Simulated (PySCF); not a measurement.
C₂H₅F₂NSi, SMILES C/N=C/[SiH](F)F.

Geometry optimised at r2SCAN-D4/def2-SVP. The structure was generated by enumeration; whether it is a known compound was not checked. Other conformers were not sampled.

These are r2SCAN-D4/def2-SVP in PySCF values and carry that method's errors.

Frequencies are harmonic and unscaled.

A small imaginary wavenumber (i) marks a very flat motion, where grid noise or a shallow saddle decides the sign.

```tsv
mode	ν (cm⁻¹)	IR (km/mol)	Raman (Å⁴/amu)	depolarisation	moving atoms (share of kinetic energy)
1	5i	3.7	3.5	0.75	F 29 %, H 29 %, C 25 %, N 12 %
2	124	1.7	1.8	0.75	F 36 %, H 32 %, C 15 %, N 13 %
3	150	9.3	1.2	0.72	C 39 %, H 19 %, F 18 %, Si 15 %, N 9 %
4	217	11.9	0.4	0.75	H 73 %, N 24 %
5	262	12.1	2.5	0.48	F 65 %, C 18 %, N 12 %
6	317	3.5	1.1	0.75	C 42 %, F 21 %, H 20 %, N 9 %
7	373	28.0	1.7	0.38	F 48 %, Si 31 %, C 10 %
8	425	28.5	4.2	0.10	N 26 %, Si 26 %, H 25 %, C 21 %
9	792	73.3	1.9	0.16	H 32 %, C 24 %, Si 22 %, F 19 %
10	818	27.2	8.1	0.73	H 71 %, C 24 %
11	824	12.1	7.9	0.75	H 85 %, F 15 %
12	884	273.8	5.2	0.15	F 45 %, Si 41 %, H 11 %
13	894	0.1	3.9	0.75	H 69 %, C 21 %
14	963	227.2	2.4	0.75	Si 47 %, F 37 %, H 13 %
15	1016	30.6	0.5	0.65	C 47 %, N 32 %, H 19 %
16	1121	0.7	0.1	0.75	H 65 %, C 22 %, N 12 %
17	1144	2.2	1.9	0.75	H 64 %, C 23 %, N 13 %
18	1326	24.7	9.4	0.48	H 70 %, C 18 %, N 11 %
19	1395	1.0	40.0	0.48	H 86 %, C 14 %
20	1443	6.9	20.5	0.75	H 97 %
21	1459	35.7	21.8	0.71	H 93 %
22	1705	2.3	25.8	0.36	C 50 %, N 47 %
23	2321	104.6	113.8	0.16	H 97 %
24	2922	52.3	124.8	0.32	H 92 %
25	2970	52.7	188.2	0.04	H 96 %
26	3092	15.8	143.5	0.34	H 91 %, C 9 %
27	3114	5.4	123.4	0.75	H 91 %, C 9 %
```
